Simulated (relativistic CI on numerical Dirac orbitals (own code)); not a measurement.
# Ligand-field terms of d7

Computed with a parametric ligand-field model of a d^n configuration (Racah B and C, spin-orbit zeta, crystal field), exact diagonalisation.

Field parameters in Wybourne normalisation: Oh B⁴₀ = 21Dq, B⁴₄ = √(5/14) B⁴₀; Td as Oh with Dq negative (B⁴₀ = 21Dq, B⁴₄ = √(5/14) B⁴₀). The field is a parameter set, without covalency.

(1) Lowest levels for B = 770, C = 3140, ζ = 400 cm⁻¹, Oh, 10Dq = 36550 cm⁻¹?

(2) Lowest levels for B = 720, C = 2610, ζ = 500 cm⁻¹, Oh, 10Dq = 31200 cm⁻¹?

(3) Lowest levels for B = 700, C = 3440, ζ = 860 cm⁻¹, Td, 10Dq = -10600 cm⁻¹?

(4) Lowest levels for B = 1040, C = 4090, ζ = 450 cm⁻¹, Oh, 10Dq = 35150 cm⁻¹?

(5) Lowest levels for B = 1000, C = 4440, ζ = 530 cm⁻¹, Td, 10Dq = -11650 cm⁻¹?

Results:

(1) Γ8 0 (S 0.50), Γ6 20806 (S 1.50), Γ8 21042 (S 1.50), Γ7 21449 (S 1.50), Γ8 21454 (S 1.50), Γ8 34011 (S 0.50), Γ6 34283 (S 0.50), Γ8 34837 (S 0.50), Γ7 34979 (S 0.50) cm⁻¹, with S from ⟨S²⟩ = S(S + 1). The ground level has 1.02 electrons in the cubic e pair.

(2) Γ8 0 (S 0.50), Γ6 17585 (S 1.50), Γ8 17882 (S 1.50), Γ7 18400 (S 1.50), Γ8 18409 (S 1.50), Γ8 29061 (S 0.50), Γ6 29425 (S 0.50), Γ8 29769 (S 0.50), Γ7 29922 (S 0.50) cm⁻¹, with S from ⟨S²⟩ = S(S + 1). The ground level has 1.02 electrons in the cubic e pair.

(3) Γ8 0 (S 1.50), Γ8 10116 (S 1.46), Γ6 10425 (S 1.49), Γ8 10822 (S 1.49), Γ7 11069 (S 1.50), Γ6 15222 (S 1.03), Γ8 15322 (S 0.78), Γ8 15572 (S 0.82), Γ6 16439 (S 1.14) cm⁻¹, with S from ⟨S²⟩ = S(S + 1). The ground level has 3.99 electrons in the cubic e pair.

(4) Γ8 0 (S 0.50), Γ6 14607 (S 1.50), Γ8 14885 (S 1.50), Γ7 15360 (S 1.50), Γ8 15371 (S 1.50), Γ8 32096 (S 0.50), Γ6 32412 (S 0.50), Γ8 33064 (S 0.50), Γ7 33238 (S 0.50) cm⁻¹, with S from ⟨S²⟩ = S(S + 1). The ground level has 1.03 electrons in the cubic e pair.

(5) Γ8 0 (S 1.50), Γ8 11455 (S 1.50), Γ6 11543 (S 1.50), Γ8 11772 (S 1.50), Γ7 11909 (S 1.50), Γ6 18331 (S 1.48), Γ8 18618 (S 1.47), Γ7 19124 (S 1.50), Γ8 19183 (S 1.49) cm⁻¹, with S from ⟨S²⟩ = S(S + 1). The ground level has 4.00 electrons in the cubic e pair.
